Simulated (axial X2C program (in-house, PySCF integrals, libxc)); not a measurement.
## Worked dissociation energy of TiH⁺: CCSD(T), spin-free

Computed with an axial X2C code built on PySCF integrals. Spin-free means the one-electron spin-free X2C Hamiltonian. Basis: Ti dyall-cv3z [10s10p6d4f2g], H dyall-v3z [6s2p1d] (cores contracted in-house); Gaussian nuclei, density fitting, unrestricted open shells. Masses: Ti 47.948 u, H 1.008 u.

Molecular state: M_S = 1, Λ = 3 (beyond evenly filled blocks: π+α, δ+α).

Correlated methods: 12 electrons correlated (number of frozen shells: Ti 2 s, 1 p; H none), 214 virtual spin orbitals or spinors in MP2, 90 natural virtuals in coupled cluster.

```
E(Ti+) (2M_S = 3, M_L = 2) : -852.898931 hartree
E(H) (2M_S = 1, M_L = 0)   : -0.500004 hartree
E(TiH⁺) at Re              : -853.489108 hartree
ωe                         : 1751.3 cm⁻¹
ωexe                       : 23.5 cm⁻¹
```

Task: Work out De and D0.

Result: De = -852.898931 + (-0.500004) − (-853.489108) = 0.09017 hartree = 2.454 eV. The zero-point energy is ωe/2 − ωexe/4 = 870 cm⁻¹ = 0.108 eV, so D0 = 2.346 eV.

The state is a single determinant with fixed occupations, the lowest that a limited PBE0 search found. De is counted from the lowest determinant-based energies of the atoms at the same level, without counterpoise correction. Coupled cluster ran in a truncated set of natural virtual spinors; the MP2 energy of the rest was added. (T) has no such correction and the atoms are truncated less, which lowers De at CCSD(T) by a hundredth of an eV or more. PBE0 can misorder states that lie within some tenths of an eV, so this need not be the ground state of the molecule. The nearest other spin-free determinant of the search, M_S = 1, Λ = 0, lies 0.05 eV up at the distance of the search.

Each atomic determinant is the lowest at this level and need not be a pure term. Totals compare only within one Hamiltonian and basis.
